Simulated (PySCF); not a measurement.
## C₆ coefficients of unlike pairs at UHF

Calculated with PySCF 2.14 from the dipole response of each species, C₆(A,B) = (3/π) ∫ α_A(iu) α_B(iu) du, in atomic units, from isotropic polarisabilities. For ions this is the dispersion term alone; charge-induced terms of lower order in 1/R come first.

```csv
species,configuration,basis,relativity,α (bohr³),C₆ (like pair)
As,[Ar] 3d10 4s2 4p3 (4S),def2-TZVPPD (7s5p5d1f),none,29.52,247.3
Ba,[Xe] 6s2 (1S),def2-QZVPPD with the def2 core potential (46 electrons) (7s5p3d2f1g),core potential,326.9,7004
Ti,[Ar] 3d2 4s2 (3F),aug-cc-pwCVTZ-DK (10s9p7d4f3g),spin-free X2C,146.3,1695
Ne³⁺,[He] 2s2 2p3 (4S),dyall-av2z (11s7p2d),none,0.7138,0.6106
```

Problem. Estimate C₆ for Ba with As.

Solution. The integral gives 1068. The combination rule 2 C_A C_B / (C_A α_B/α_A + C_B α_A/α_B) gives 1028 and the geometric mean 1316.

No spin-orbit coupling is included.

The other pairs:

| pair | C₆ |
| --- | --- |
| Ti, Ba | 3401 |
| Ne³⁺, As | 9.655 |
| Ne³⁺, Ti | 18.13 |
| Ti, As | 571.1 |
| Ne³⁺, Ba | 32.46 |
